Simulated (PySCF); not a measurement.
ZrFH₃, SMILES [F][ZrH3], multiplicity 1. Geometry: PBE-D3(BJ)/def2-TZVP. The spin state was assumed, not searched. The structure was generated by enumeration; whether it is a known compound was not checked. The def2 effective core potentials stand for the cores of Zr; spin–orbit coupling is left out.

The numbers are results of PBE-D3(BJ)/def2-TZVP (PySCF 2.14.0), not measurements.

Harmonic wavenumbers (cm⁻¹): 397, 397, 510, 617, 617, 697, 1649, 1649, 1689. Rotational constants (GHz): 53.47, 8.029, 8.029; symmetry number 3.

### Question
Work out the zero-point energy and the ideal-gas rigid-rotor harmonic-oscillator thermochemistry at 298.15 K and 1 atm.

### Answer
ZPE = ½ Σ hcν = ½ × 8222 cm⁻¹ = 49.18 kJ/mol. H − E(el) = 62.41 kJ/mol. Entropy in J/(mol K): translation 167.73, rotation 83.17, vibration 15.69, total 266.59. G − E(el) = -17.07 kJ/mol. Cp = 63.10 J/(mol K).
